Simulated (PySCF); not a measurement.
# Si2H6NCl

Si2H6NCl is a small molecule, neutral, singlet. The structure, one conformer, was relaxed in the gas phase by PBE0-D3(BJ)/def2-SVP. No frequency run checks that it is a minimum.

SMILES: [SiH3]N[SiH2]Cl

| atom | x (Å) | y (Å) | z (Å) |
| --- | --- | --- | --- |
| Si1 | 1.835 | 0.119 | 0.010 |
| N2 | 0.249 | 0.430 | -0.588 |
| Si3 | -1.273 | -0.126 | 0.071 |
| Cl4 | 2.596 | -1.708 | -0.628 |
| H5 | 1.782 | 0.070 | 1.494 |
| H6 | 2.764 | 1.163 | -0.499 |
| H7 | 0.211 | 0.796 | -1.536 |
| H8 | -1.825 | -1.312 | -0.655 |
| H9 | -1.015 | -0.499 | 1.492 |
| H10 | -2.290 | 0.967 | 0.001 |

Shieldings: GIAO PBE0/pcSseg-2. Shifts are against computed references at the same level: H TMS (σ 31.24 ppm), Si TMS (σ 341.3 ppm). Core levels by delta-SCF with SCAN, pcX-2 on the ionised atom and pcseg-1 elsewhere, spin-free X2C (2p3/2 is the spin-free 2p value less a third of a first-order spin-orbit splitting); from the vacuum level, for chosen atoms.

Problem. Give the shieldings and core levels atom by atom.

Solution. 
| atoms | bonded to | σ (ppm) | δ (ppm) | core level (eV) |
| --- | --- | --- | --- | --- |
| Si1 | 1 Cl + 1 N + 2 H | 359.7 | -18.5 | 2p3/2 107.99 |
| N2 | 2 Si + 1 H | 228.9 | - | 1s 404.71 |
| Si3 | 1 N + 3 H | 391.1 | -49.8 | 2p3/2 107.40 |
| Cl4 | 1 Si | 876.8 | - | 2p3/2 205.71 |
| H5 | 1 Si | 25.95 | 5.30 | - |
| H6 | 1 Si | 25.83 | 5.41 | - |
| H7 | 1 N | 30.47 | 0.77 | - |
| H8 H9 H10 | 1 Si | 26.46 | 4.79 | - |

Values are those of this one static structure, with the three H of a rotating XH3 group averaged; atoms that internal rotation interchanges would show their mean in an NMR spectrum.

Problem. Which of Si1, Si3 holds its core electrons tightest, and by how much against the loosest?

Solution. Si1 (bonded to 1 Cl + 1 N + 2 H), by 0.58 eV over Si3 (bonded to 1 N + 3 H).

Problem. By CAM-B3LYP/def2-SVPD (TDDFT singlets, Tamm-Dancoff triplets, ionisation by delta-SCF), where does absorption start, and what does vertical ionisation take?

Solution. The lowest singlet lies at 6.64 eV (f 0.009), the strongest of the first 6 at 7.69 eV (f 0.070), the lowest triplet at 6.28 eV; vertical ionisation takes 10.11 eV.
